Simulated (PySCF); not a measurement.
**Does the structure fit the spectrum?**

A compound C5H7FOSi gives the data below (simulated from a calculation) and was assigned the structure `FC1=C[C@@H](O[SiH3])C=C1`.

¹³C{¹H} NMR (computed): δ 144.1 (CH), 118.5 (CH2), 92.7 (C), 90.4 (CH), 83.0 (C).

¹H NMR (400 MHz, computed): δ 6.14 (m, 1H), 5.65 (m, 1H), 5.59 (m, 1H), 5.05 (m, 1H), 4.60 (m, 1H), 2.61 (s, 1H), 1.61 (br s, 1H).

PySCF 2.14 calculation with GFN2-xTB geometry and σ from GIAO-PBE0/pcSseg-1; gas phase, a single conformation, non-relativistic.

Chemical shifts δ = σref − σ; ¹H (31.72 ppm), ¹³C (186.93 ppm) vs TMS, all at this level.

Q: Compare with the shifts computed for the proposed structure, pairing carbons in order of shift.

A: Numbering as in the mapped SMILES `[F:1][C:2]1=[CH:3][C@@H:4]([O:5][SiH3:6])[CH:7]=[CH:8]1`. Hydrogens are named by the atom that carries them.

```
atom  computed for proposal  given list  difference
  C2                  172.9       144.1       +28.8
  C7                  145.2       118.5       +26.7
  C8                  135.7        92.7       +43.0
  C3                  119.8        90.4       +29.4
  C4                   81.0        83.0        -2.0
```

The rms difference is 29.2 ppm and the largest +43.0 ppm at C8 (alkene CH). The carbon types in order of shift don't match either: C, CH, CH, CH, CH for the proposal against CH, CH2, C, CH, C in the data. The proposal doesn't fit.

Q: Which isomer fits?

A: SMILES C([C@](C#C)(F)[SiH2]O)=C.

- Carbon types of the structure: 2 × C, 2 × CH, 1 × CH2, leaving 3 H on heteroatoms.
- δC 144.1: alkene CH; an sp2 carbon of a C=C bond.
- δC 118.5: terminal =CH2 carbon; as expected for a trigonal carbon in a double bond.
- δC 92.7: allylic fully substituted sp3 carbon bonded to F and Si; the inductive effect lowers its shielding.
- δC 90.4: terminal alkyne carbon; sp carbons lie upfield of alkene carbons because the cylindrical π system leaves one tensor component strongly shielded.

Other isomers checked: FC1=C[SiH2]OC=CC1 (rms 33.4 ppm); C#CC[SiH2]O/C=C/F (rms 37.7 ppm).

The shifts were computed for this structure.

OH and NH positions are those of a molecule without intermolecular hydrogen bonds; in solution they move with solvent, concentration and temperature, and exchange usually removes their couplings. Splittings by ¹⁹F in the carbon and heteronuclear signals aren't shown, as no couplings were computed. Shifts are as computed. Against solution values, carbons near 30 ppm lie about +3 ppm off and those near 130 ppm about +5 ppm. Of 1211 compounds with measured shifts, 218 miss one by over three times the rms of a fit or turn the order of signals round; such compounds aren't used in these exercises. No couplings were computed; multiplicities are counted from neighbouring protons, with m where these are inequivalent, close in shift, in a saturated or five-membered ring or joined by F or P, and br s for small geminal =CH2 splittings.
